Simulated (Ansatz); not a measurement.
Isolated molecules relaxed with PBE0-D4/def2-TZVP in Ansatz; ΔE leaves out vibrations. CBS: MP2 limit from def2 TZ/QZ plus the TZ coupled-cluster correction, frozen cores. DFT in def2-TZVPP. B3LYP here is the variant with VWN-RPA as its local correlation; programs differ in this. Elements past krypton have def2 core potentials. For Ga, Sn outer-core shells are correlated without core-valence functions, which leaves a few kJ/mol of doubt a bond. Scalar relativity is left out up to krypton. Each species was taken in one conformer, which may not be the lowest.

Reaction (cleavage of the Si–Ga bond): `C[SiH2][Ga]([F])[Cl]` + `[NH2][SnH3]` → `C[SiH2][NH][SnH3]` + `[F][GaH][Cl]`

CCSD(T)/CBS gives -32.9 kJ/mol.

Another level gave -26.0 kJ/mol. Which?
A. PBE0/def2-TZVPP
B. HF/def2-TZVPP
C. B3LYP-D4/def2-TZVPP
D. PBE-D4/def2-TZVPP

C. B3LYP-D4 -26.0, HF/def2-TZVPP -45.4, PBE0 -16.1, PBE-D4 -10.2 kJ/mol.

Largest T1 diagnostic among the species: 0.013.

In def2-TZVPP, CCSD(T) changes the Hartree–Fock value by +11.8 kJ/mol (the triples alone add +1.6 kJ/mol) and MP2 by +5.4 kJ/mol. From PBE to PBE0 (25 % exact exchange), in def2-TZVPP and without D4, ΔE moves by −10.0 kJ/mol.
